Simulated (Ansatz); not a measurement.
Mulliken charges of `[NH]=[W](=[NH])([Cl])[Cl]` from B3LYP/def2-TZVPP in Ansatz (PBE0-D4/def2-TZVP geometry).

```
atom   x (Å)   y (Å)   z (Å)  charge (e)
  N1  -0.888  -1.164  -0.414      -0.383
  W2   0.461  -0.117  -0.089       0.918
  N3  -0.098   1.384   0.584      -0.383
 Cl4   1.771  -1.134   1.472      -0.254
 Cl5   1.477   0.345  -2.074      -0.254
  H6  -1.865  -1.416  -0.438       0.179
  H7  -0.796   2.035   0.913       0.179
```

By hand: the dipole of these point charges (1 e Å = 4.8032 D).

Σ q r = (-0.500, 0.120, 0.091) e Å, of length 0.522 e Å = 2.51 D.

How does the dipole of the full density compare? (Estimate.)

Computed: (-0.510, 0.121, 0.093) e Å, 2.56 D; the point charges give 0.98 times that, at 0° from its direction.

Point charges leave out the atoms' own dipoles, such as those of lone pairs, and Mulliken's split depends on the basis, so the close match here is no proof of good charges.

B3LYP here is the variant with VWN-RPA as its local correlation; programs differ in this.
